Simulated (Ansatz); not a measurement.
Geometry optimisation of `[CH3][AlH][O][SiH2][GaH2]`.

```yaml
crystal:
  periodic: [false, false, false]
  atoms:
    - {symbol: C, position_ang: [-2.803130, -0.344470, 0.274840]}
    - {symbol: Al, position_ang: [-1.016700, -0.850550, 0.977040]}
    - {symbol: O, position_ang: [0.382820, -0.726480, 0.057720]}
    - {symbol: Si, position_ang: [1.764200, -0.558410, -0.821110]}
    - {symbol: Ga, position_ang: [2.430260, 1.728830, -0.391970]}
    - {symbol: H, position_ang: [-2.823530, 0.696580, -0.066700]}
    - {symbol: H, position_ang: [-3.588730, -0.454200, 1.025910]}
    - {symbol: H, position_ang: [-3.092490, -0.954440, -0.587970]}
    - {symbol: H, position_ang: [-0.700810, -1.356190, 2.389830]}
    - {symbol: H, position_ang: [2.690180, -1.598130, -0.322820]}
    - {symbol: H, position_ang: [1.392730, -0.895390, -2.213620]}
    - {symbol: H, position_ang: [3.936750, 2.321540, -0.211440]}
    - {symbol: H, position_ang: [1.428440, 2.991320, -0.109710]}
basis:
  gaussian: {orbitals: def2-TZVP}
hamiltonian: {xc: pbe0, dispersion: d4}
relax: {f_tol: 0.005, max_steps: 150}
```

```sh
$ ansatz run in.yaml --threads 2 --pin off --events-out ev --progress --plain --max-ram 22528MiB --backend cuda --devices 0, --max-vram 18GiB
```

It prints (some lines left out):

```
Functional definition: PBE0
mean field -70053.74080315 eV, -2574.4274903849 hartree, gradient 3.8e-5 eV, S^2 0.000000; 0 other end points of the search recorded, 0 dependent functions left out
relax step   1: F+E_penalty+E_count = -70053.98815335 eV  Δ(F+E_penalty+E_count) = +0.000e0 eV  max|allowed force component| = 1.064e0 eV/Å  Δτ_max = 0.0000 Å  (29 SCF iters, accepted)
mean field -70053.90765046 eV, -2574.4336219103 hartree, gradient 1.3e-5 eV, S^2 0.000000; 0 other end points of the search recorded, 0 dependent functions left out
relax step   2: F+E_penalty+E_count = -70054.15465235 eV  Δ(F+E_penalty+E_count) = -1.665e-1 eV  max|allowed force component| = 3.923e-1 eV/Å  Δτ_max = 0.1907 Å  (32 SCF iters, accepted)
mean field -70053.94122595 eV, -2574.4348557867 hartree, gradient 2.6e-5 eV, S^2 0.000000; 0 other end points of the search recorded, 0 dependent functions left out
relax step   3: F+E_penalty+E_count = -70054.18933718 eV  Δ(F+E_penalty+E_count) = -3.468e-2 eV  max|allowed force component| = 2.251e-1 eV/Å  Δτ_max = 0.0713 Å  (32 SCF iters, accepted)
mean field -70053.94739412 eV, -2574.4350824629 hartree, gradient 2.5e-5 eV, S^2 0.000000; 0 other end points of the search recorded, 0 dependent functions left out
relax step   4: F+E_penalty+E_count = -70054.19546232 eV  Δ(F+E_penalty+E_count) = -6.125e-3 eV  max|allowed force component| = 1.243e-1 eV/Å  Δτ_max = 0.0300 Å  (32 SCF iters, accepted)
mean field -70053.95925087 eV, -2574.4355181903 hartree, gradient 1.8e-5 eV, S^2 0.000000; 0 other end points of the search recorded, 0 dependent functions left out
relax step   5: F+E_penalty+E_count = -70054.20659693 eV  Δ(F+E_penalty+E_count) = -1.113e-2 eV  max|allowed force component| = 1.129e-1 eV/Å  Δτ_max = 0.1999 Å  (31 SCF iters, accepted)
mean field -70053.96269930 eV, -2574.4356449178 hartree, gradient 1.5e-5 eV, S^2 0.000000; 0 other end points of the search recorded, 0 dependent functions left out
relax step   6: F+E_penalty+E_count = -70054.20906882 eV  Δ(F+E_penalty+E_count) = -2.472e-3 eV  max|allowed force component| = 2.493e-1 eV/Å  Δτ_max = 0.1951 Å  (31 SCF iters, accepted)
mean field -70053.96755384 eV, -2574.4358233189 hartree, gradient 1.4e-5 eV, S^2 0.000000; 0 other end points of the search recorded, 0 dependent functions left out
relax step   7: F+E_penalty+E_count = -70054.21432195 eV  Δ(F+E_penalty+E_count) = -5.253e-3 eV  max|allowed force component| = 1.282e-1 eV/Å  Δτ_max = 0.2000 Å  (31 SCF iters, accepted)
mean field -70053.97208115 eV, -2574.4359896944 hartree, gradient 2.4e-5 eV, S^2 0.000000; 0 other end points of the search recorded, 0 dependent functions left out
relax step   8: F+E_penalty+E_count = -70054.21865276 eV  Δ(F+E_penalty+E_count) = -4.331e-3 eV  max|allowed force component| = 6.147e-2 eV/Å  Δτ_max = 0.0232 Å  (32 SCF iters, accepted)
mean field -70053.97242331 eV, -2574.4360022686 hartree, gradient 2.4e-5 eV, S^2 0.000000; 0 other end points of the search recorded, 0 dependent functions left out
relax step   9: F+E_penalty+E_count = -70054.21904837 eV  Δ(F+E_penalty+E_count) = -3.956e-4 eV  max|allowed force component| = 6.782e-2 eV/Å  Δτ_max = 0.0251 Å  (30 SCF iters, accepted)
mean field -70053.97283889 eV, -2574.4360175408 hartree, gradient 2.7e-5 eV, S^2 0.000000; 0 other end points of the search recorded, 0 dependent functions left out
relax step  10: F+E_penalty+E_count = -70054.21933823 eV  Δ(F+E_penalty+E_count) = -2.899e-4 eV  max|allowed force component| = 7.661e-2 eV/Å  Δτ_max = 0.0844 Å  (31 SCF iters, accepted)
mean field -70053.97553953 eV, -2574.4361167877 hartree, gradient 2.5e-5 eV, S^2 0.000000; 0 other end points of the search recorded, 0 dependent functions left out
relax step  11: F+E_penalty+E_count = -70054.22186799 eV  Δ(F+E_penalty+E_count) = -2.530e-3 eV  max|allowed force component| = 1.446e-2 eV/Å  Δτ_max = 0.0656 Å  (31 SCF iters, accepted)
mean field -70053.97599144 eV, -2574.4361333951 hartree, gradient 2.5e-5 eV, S^2 0.000000; 0 other end points of the search recorded, 0 dependent functions left out
relax step  12: F+E_penalty+E_count = -70054.22225452 eV  Δ(F+E_penalty+E_count) = -3.865e-4 eV  max|allowed force component| = 1.770e-2 eV/Å  Δτ_max = 0.0599 Å  (30 SCF iters, accepted)
mean field -70053.97621669 eV, -2574.4361416730 hartree, gradient 2.4e-5 eV, S^2 0.000000; 0 other end points of the search recorded, 0 dependent functions left out
relax step  13: F+E_penalty+E_count = -70054.22238296 eV  Δ(F+E_penalty+E_count) = -1.284e-4 eV  max|allowed force component| = 3.204e-2 eV/Å  Δτ_max = 0.0361 Å  (31 SCF iters, accepted)
mean field -70053.97630439 eV, -2574.4361448956 hartree, gradient 2.4e-5 eV, S^2 0.000000; 0 other end points of the search recorded, 0 dependent functions left out
relax step  14: F+E_penalty+E_count = -70054.22244697 eV  Δ(F+E_penalty+E_count) = -6.401e-5 eV  max|allowed force component| = 1.896e-2 eV/Å  Δτ_max = 0.0165 Å  (32 SCF iters, accepted)
mean field -70053.97635558 eV, -2574.4361467769 hartree, gradient 2.4e-5 eV, S^2 0.000000; 0 other end points of the search recorded, 0 dependent functions left out
relax step  15: F+E_penalty+E_count = -70054.22248692 eV  Δ(F+E_penalty+E_count) = -3.995e-5 eV  max|allowed force component| = 6.208e-3 eV/Å  Δτ_max = 0.0102 Å  (32 SCF iters, accepted)
mean field -70053.97636460 eV, -2574.4361471083 hartree, gradient 1.9e-5 eV, S^2 0.000000; 0 other end points of the search recorded, 0 dependent functions left out
relax step  16: F+E_penalty+E_count = -70054.22249482 eV  Δ(F+E_penalty+E_count) = -7.905e-6 eV  max|allowed force component| = 3.925e-3 eV/Å  Δτ_max = 0.0028 Å  (24 SCF iters, accepted)
mean field -70053.97636460 eV, -2574.4361471083 hartree, gradient 2.2e-5 eV, S^2 0.000000; 1 other end points of the search recorded, 0 dependent functions left out
Total energy: -70054.22254062 eV, -2574.4451939104 hartree
Atom 0 at    -2.832539    -0.405696     0.224713 Å, force     0.001375     0.001838     0.003925 eV/Å
Atom 1 at    -1.120338    -0.862778     1.018949 Å, force    -0.001869    -0.000608    -0.001016 eV/Å
Atom 2 at     0.275524    -0.673196     0.091212 Å, force    -0.000005     0.002208     0.001352 eV/Å
Atom 3 at     1.697257    -0.455034    -0.671117 Å, force    -0.001676     0.000539    -0.000677 eV/Å
Atom 4 at     2.542513     1.793804    -0.402558 Å, force    -0.000070    -0.002307    -0.000216 eV/Å
Atom 5 at    -2.847183     0.641500    -0.094462 Å, force    -0.000333    -0.001617     0.000263 eV/Å
Atom 6 at    -3.666459    -0.558258     0.914177 Å, force     0.001408    -0.000420    -0.002035 eV/Å
Atom 7 at    -3.021672    -1.006542    -0.670617 Å, force     0.000389    -0.000280    -0.001231 eV/Å
Atom 8 at    -0.926618    -1.406827     2.493384 Å, force     0.000059     0.000437    -0.001166 eV/Å
Atom 9 at     2.706539    -1.432074    -0.158760 Å, force     0.001837    -0.001398     0.000459 eV/Å
Atom 10 at     1.535684    -0.758209    -2.126253 Å, force    -0.000830    -0.000456    -0.000150 eV/Å
Atom 11 at     3.897698     2.252544    -1.063842 Å, force     0.000944    -0.000025    -0.000657 eV/Å
Atom 12 at     1.759585     2.870776     0.445175 Å, force    -0.001231     0.002088     0.001150 eV/Å
Dipole moment:    -0.239188    -0.032651    -0.010973 e Å
```

Run time 33 s (2 threads of an AMD EPYC 7R13 on a shared host and a share of an NVIDIA H100 80 GB); peak host memory 0.93 GiB.
